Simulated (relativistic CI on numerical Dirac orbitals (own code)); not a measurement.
Calculated at this level of theory: Dirac-Coulomb-Breit CI, separate exchange-only KLI orbitals for each configuration, a model potential for QED, unscaled Slater integrals (own radial code, finite nucleus).

The strongest absorption lines from the ground level of an ion, among the configurations computed and to levels below about 849 eV (vacuum wavelength in Å, gf): 16.768 (0.0092), 24.112 (0.011), 24.308 (0.04), 27.613 (0.012), 28.748 (0.82), 28.833 (1.3), 30.162 (0.66), 31.896 (0.15).

**Question.** Which ion is it?
A. W⁵³⁺
B. W⁴⁹⁺
C. W⁵¹⁺
D. Pt⁵⁵⁺

**Answer.** C. W⁵¹⁺ has 23 electrons and the ground level 3s²3p⁶3d⁵ ⁴P5/2; the strongest line goes to 3s²3p⁵3d⁶ ²D°5/2. The pattern of lines fixes the number of electrons, and along that sequence the line energies rise steadily with the charge (about as its square where n changes within one kind of shell, about linearly where n is kept but much faster in heavy ions where fine structure, which grows about as Z⁴, sets the gap, and irregularly where shells cross), which fixes Z. Configurations outside the model, such as inner-shell arrays, can give stronger lines. At this charge energies of transitions that change n are usually good to better than 1 %, and those within a shell (Δn = 0) to a few per cent.

LS names give the leading component of a level, which can be under half, so a name can repeat, a term be missing and a line seem to break the LS rules.
